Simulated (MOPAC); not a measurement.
MOPAC input (PM6):

```
PM6 1SCF CHARGE=-1 GEO-OK AUX(PRECISION=9) THREADS=1
ClF2Si

Si   -0.57094200 1    0.00991700 1    0.60583600 1
F    -1.12171700 1   -1.20912200 1   -0.38883800 1
F    -1.04384300 1    1.28641500 1   -0.35629900 1
Cl    1.61666100 1   -0.04908700 1   -0.10444000 1
```

From the output:

```
                                                       MOPAC v23.2.5 Linux

          FINAL HEAT OF FORMATION =       -233.59103 KCAL/MOL =    -977.34488 KJ/MOL

          COSMO AREA              =        108.99 SQUARE ANGSTROMS
          COSMO VOLUME            =         97.78 CUBIC ANGSTROMS

          IONIZATION POTENTIAL    =          3.382473 EV
          HOMO LUMO ENERGIES (EV) =         -3.382  4.137
          NO. OF FILLED LEVELS    =         13
          MOLECULAR WEIGHT        =        101.5353         POINT GROUP:  Cs

          MOLECULAR DIMENSIONS (Angstroms)

            Atom       Atom       Distance
           Cl     4    F     3     2.98752
            F     3    F     2     2.26848
            F     2   Si     1     0.92307

          SCF CALCULATIONS        =          1

   ATOM   CHEMICAL          X               Y               Z
  NUMBER   SYMBOL      (ANGSTROMS)     (ANGSTROMS)     (ANGSTROMS)

     1      Si         -0.57094200  *   0.00991700  *   0.60583600  *
     2       F         -1.12171700  *  -1.20912200  *  -0.38883800  *
     3       F         -1.04384300  *   1.28641500  *  -0.35629900  *
     4      Cl          1.61666100  *  -0.04908700  *  -0.10444000  *

                             CARTESIAN COORDINATES

   1   Si       -0.570942000     0.009917000     0.605836000
   2    F       -1.121717000    -1.209122000    -0.388838000
   3    F       -1.043843000     1.286415000    -0.356299000
   4   Cl        1.616661000    -0.049087000    -0.104440000

           Empirical Formula: Si F2 Cl  =     4 atoms

      MOLECULAR POINT GROUP   :   Cs

                  EIGENVALUES
 -34.29031 -34.26798 -21.58223 -12.31317 -10.41777 -10.29906 -10.27570  -9.70908
  -9.43317  -8.08942  -6.41983  -6.40401  -3.38247   4.13683   4.32319   4.87067
   6.53508   6.66006   7.01227   7.87976   9.04841  98.44754  98.53384  98.54319
  98.84247  98.84373

              NET ATOMIC CHARGES AND DIPOLE CONTRIBUTIONS

  ATOM NO.   TYPE          CHARGE      No. of ELECS.   s-Pop       p-Pop       d-Pop
    1         Si           0.320492        3.6795     1.81023     1.15193     0.71734
    2          F          -0.414124        7.4141     1.93986     5.47426
    3          F          -0.414124        7.4141     1.93986     5.47426
    4         Cl          -0.492243        7.4922     1.99574     5.49499     0.00152
 DIPOLE           X         Y         Z       TOTAL
 POINT-CHG.    -0.387    -0.022     2.622     2.650
 HYBRID         0.789     0.002    -2.033     2.181
 SUM            0.402    -0.020     0.589     0.713

          ATOMIC ORBITAL ELECTRON POPULATIONS

     Atom    s        px        py        pz      x^2-y^2     xz        z^2       yz        xy
    1 Si   1.81023   0.35873   0.24090   0.55231   0.17245   0.10662   0.12569   0.19335   0.11924
    2  F   1.93986   1.86747   1.77410   1.83270
    3  F   1.93986   1.87436   1.76242   1.83748
    4 Cl   1.99574   1.63775   1.94032   1.91692   0.00066   0.00034   0.00022   0.00001   0.00029

 **********************
 *                    *
 * JOB ENDED NORMALLY *
 *                    *
 **********************

 == MOPAC DONE ==
```

The dipole moment of an ion depends on the origin.

The geometry given is a B3LYP-D3(BJ)/def2-TZVP minimum.
